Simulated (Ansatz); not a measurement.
[Cu(OH)4]- (CuO₄H₄⁻). Charge -1, multiplicity 1. Geometry relaxed at PBE0-D4/def2-SVPD.

Cartesian coordinates in Å:
```
Cu 0.000 0.000 0.000
O -0.396 -0.624 1.672
H -0.286 -1.572 1.538
O -0.287 1.713 0.571
H -0.520 1.555 1.492
O 0.396 0.624 -1.672
H 0.286 1.572 -1.537
O 0.287 -1.712 -0.571
H 0.520 -1.555 -1.492
```

**Question.** Estimate the harmonic wavenumbers at RKS PBE0-D4/def2-SVPD (Ansatz, unscaled). Is this a minimum?

**Answer.** 129, 239, 265, 265, 284, 408, 439, 440, 482, 489, 541, 622, 622, 894, 950, 959, 959, 3881, 3882, 3882, 3885 cm⁻¹. Yes, no mode is imaginary beyond noise. Zero-point energy 146.6 kJ/mol. It took 2.4 min on 4 threads of Arm Neoverse V1 on a shared host.
